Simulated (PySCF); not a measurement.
The numbers are results of PySCF 2.14.0 with ωB97X-D3(BJ)/def2-TZVP // B3LYP-D3(BJ)/def2-TZVP, not measurements. All species are isolated molecules in the gas phase. One relaxed conformer stands for a flexible species; it need not be the lowest. Excitations are Tamm–Dancoff values on a coarser integration grid. The basis has no diffuse functions, so Rydberg states are missing or too high.

Reference species (SMILES): `[Al]([SH])([SH])[Br]` (H–S–Al–Br torsion -180°, Br–Al–S–H torsion 0°) (neutral, multiplicity 1).

```yaml
HOMO–LUMO gap: 11.30 eV
T1 excitation (TDA): 5.84 eV
HOMO: -10.31 eV
```

Changed species: `[Br][Al]([Br])[SH]` (H–S–Al–Br torsion 0°) (1 of 3 Br replaced by SH; the reference has 2 of 3 Br replaced by SH).

Problem. What does the change do to the HOMO–LUMO gap, T1 excitation (TDA) and HOMO?

Solution. the HOMO–LUMO gap is nearly the same; the T1 excitation (TDA) is nearly the same; the HOMO decreases by 0.32 eV, to -10.63 eV.
